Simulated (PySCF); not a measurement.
**How methods differ on the fine-structure interval of Hf⁵⁹⁺**

Hf⁵⁹⁺ [Ne] 3s2 3p1 [3p1/2^1, M_J = 1/2] → Hf⁵⁹⁺ [Ne] 3s2 3p1 [3p3/2^1, M_J = 3/2], as a difference of total energies. Computed with PySCF 2.14 in an even-tempered Gaussian basis (18 s from 18 bohr⁻², ratio 2.4; 14 p from 24 bohr⁻², ratio 2.4; 4 d from 78 bohr⁻², ratio 2.6; 4 f from 120 bohr⁻², ratio 2.6), with the two-component X2C-1e Hamiltonian. Correlated levels: 1s2 frozen; the 52 highest virtual spinors dropped. "Screened" scales the spin-orbit matrix elements by Boettger's factors to mimic the two-electron term; Breit and QED terms are absent.

```csv
method,fine-structure interval (cm⁻¹)
GHF (screened spin-orbit),2615800
GMP2 (screened spin-orbit),2609700
GHF (bare spin-orbit),2698200
```
